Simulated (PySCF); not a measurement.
## Single point on SrTl

State: ⁴Π (quartet), unpaired electrons σ ↑↑, π ↑, a second solution, started from another occupation.

An equivalent input (the run itself took its basis sets from the Basis Set Exchange, started from a PBE0 density and held the occupation σ 8α 6β, πx 4α 3β, πy 3α 3β, δx 1α 1β, δy 1α 1β):

```python
from pyscf import gto, dft
mol = gto.M(atom='Sr 0 0 0; Tl 0 0 3.474', basis={'Sr': 'def2-SVP', 'Tl': 'def2-SVP'}, ecp={'Sr': 'def2-SVP', 'Tl': 'def2-SVP'},
            charge=0, spin=3, verbose=4, symmetry='C2v')
mf = dft.UKS(mol, xc='PBE0')
mf.grids.atom_grid = (80, 434)
mf.grids.prune = dft.gen_grid.treutler_prune
mf.irrep_nelec = {'A1': (9, 7), 'A2': (1, 1), 'B1': (4, 3), 'B2': (3, 3)}
mf.conv_tol = 1e-9
mf.max_cycle = 60
mf.diis_space = 10
mf.kernel()
```

The log (some set-up lines and the per-cycle HOMO/LUMO lines removed):

```
******** <class 'pyscf.dft.uks_symm.SymAdaptedUKS'> ********
method = SymAdaptedUKS
damping factor = 0
level_shift factor = 0
DIIS = <class 'pyscf.scf.diis.CDIIS'>
diis_start_cycle = 1
diis_space = 10
diis_damp = 0
SCF conv_tol = 1e-09
SCF conv_tol_grad = None
SCF max_cycles = 60
number electrons alpha = 17  beta = 14
Set gradient conv threshold to 3.16228e-05
init E= -203.150748318851
cycle= 1 E= -203.153656562601  delta_E= -0.00291  |g|= 0.00385  |ddm|= 0.0438
cycle= 2 E= -203.153674971553  delta_E= -1.84e-05  |g|= 0.003  |ddm|= 0.0213
cycle= 3 E= -203.153682078889  delta_E= -7.11e-06  |g|= 0.000435  |ddm|= 0.00684
cycle= 4 E= -203.153682939056  delta_E= -8.6e-07  |g|= 0.0002  |ddm|= 0.00306
cycle= 5 E= -203.153683340206  delta_E= -4.01e-07  |g|= 0.000111  |ddm|= 0.00268
cycle= 6 E= -203.153683441777  delta_E= -1.02e-07  |g|= 5e-05  |ddm|= 0.00123
cycle= 7 E= -203.153683481008  delta_E= -3.92e-08  |g|= 2.13e-05  |ddm|= 0.000991
cycle= 8 E= -203.153683487219  delta_E= -6.21e-09  |g|= 5.76e-06  |ddm|= 0.000429
cycle= 9 E= -203.153683487712  delta_E= -4.93e-10  |g|= 1.63e-06  |ddm|= 0.000127
Extra cycle  E= -203.153683487735  delta_E= -2.38e-11  |g|= 7.61e-07  |ddm|= 1.59e-05
converged SCF energy = -203.153683487735  <S^2> = 3.7532451  2S+1 = 4.0016222
```

Repeating this along the bond gives Re = 3.381 Å and ωe = 93.4 cm⁻¹.

A point of this curve took 0.83 CPU seconds beside 0.22 for the integrals, on Arm Neoverse V1 (shared host).

These are scalar-relativistic numbers at best; spin–orbit coupling would shift them, the dissociation energy most.
